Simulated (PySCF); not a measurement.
Identify the unknown among the candidates.

All candidates are C5H4O2S.

- Dipole: 3.37 D [CAM-B3LYP/def2-SVPD]
- Rotational structure: rotational constants A, B, C: 2.920, 1.612, 1.039 GHz [PBE0-D3(BJ)/def2-SVP]
- UV, strongest line: among the 6 lowest singlet transitions: S2 at 5.09 eV (244 nm, f = 0.146) [TDDFT CAM-B3LYP/def2-SVPD]
- UV, first state: lowest singlet excitation: 4.15 eV (299 nm, f = 0.000) [TDDFT CAM-B3LYP/def2-SVPD]
- Polarisability: 85.6 au [CAM-B3LYP/def2-SVPD]

Gas-phase values; electronic properties from PySCF, density fitting. Levels stand in brackets. Isolated species at its PBE0-D3(BJ)/def2-SVP geometry (one conformer only).

Question: Which candidate is it?
A. `O=c1ccsc(O)c1`
B. `O=COc1ccsc1`
C. `O=C(O)c1ccsc1`
D. `O=C(O)c1cccs1`

Answer: A. It is `O=c1ccsc(O)c1`. Numbering: `[O:1]=[c:2]1[cH:3][cH:4][s:5][c:6]([OH:7])[cH:8]1`. Its formula, C5H4O2S, gives 4 degrees of unsaturation: 1 ring and 3 π bonds in the structure found (Kekulé form). S1 is mainly HOMO−1→LUMO (weight 0.94); the largest Löwdin shares of the orbital it empties are 0.69 on the carbonyl oxygen, 0.12 on the ring carbonyl carbon, 0.08 on an unsaturated ring CH carbon and 0.07 on an unsaturated ring CH carbon, of the orbital it fills 0.21 on an unsaturated ring CH carbon, 0.18 on the carbonyl oxygen, 0.17 on the ring carbonyl carbon and 0.14 on the ring sulfur. The optimised geometry has point group Cs and is an asymmetric top.

The others, at the same levels:
- `O=C(O)c1ccsc1` fails: its computed lowest singlet excitation is 5.37 eV (231 nm, f = 0.026) (against 4.15 eV), static isotropic polarisability is 82.2 au (against 85.6 au) and rotational constant A is 4.495 GHz (against 2.920 GHz).
- `O=C(O)c1cccs1` fails: its computed lowest singlet excitation is 5.08 eV (244 nm, f = 0.216) (against 4.15 eV), static isotropic polarisability is 82.8 au (against 85.6 au) and rotational constant A is 3.761 GHz (against 2.920 GHz).
- `O=COc1ccsc1` fails: its computed lowest singlet excitation is 5.55 eV (223 nm, f = 0.157) (against 4.15 eV), static isotropic polarisability is 81.9 au (against 85.6 au) and rotational constant A is 5.396 GHz (against 2.920 GHz).

Each candidate is one conformer, not necessarily the lowest. The conformers computed, where there is a choice (atom-mapped SMILES and torsion angles):
- `[O:1]=[c:2]1[cH:3][cH:4][s:5][c:6]([OH:7])[cH:8]1`: H–O7–C6–S5 180°
- `[O:1]=[C:2]([OH:3])[c:4]1[cH:5][cH:6][s:7][cH:8]1`: O1–C2–C4–C5 0°, H–O3–C2–O1 0°
- `[O:1]=[C:2]([OH:3])[c:4]1[cH:5][cH:6][cH:7][s:8]1`: O1–C2–C4–C5 0°, H–O3–C2–O1 0°
- `[O:1]=[CH:2][O:3][c:4]1[cH:5][cH:6][s:7][cH:8]1`: O1–C2–O3–C4 0°, C2–O3–C4–C5 3°
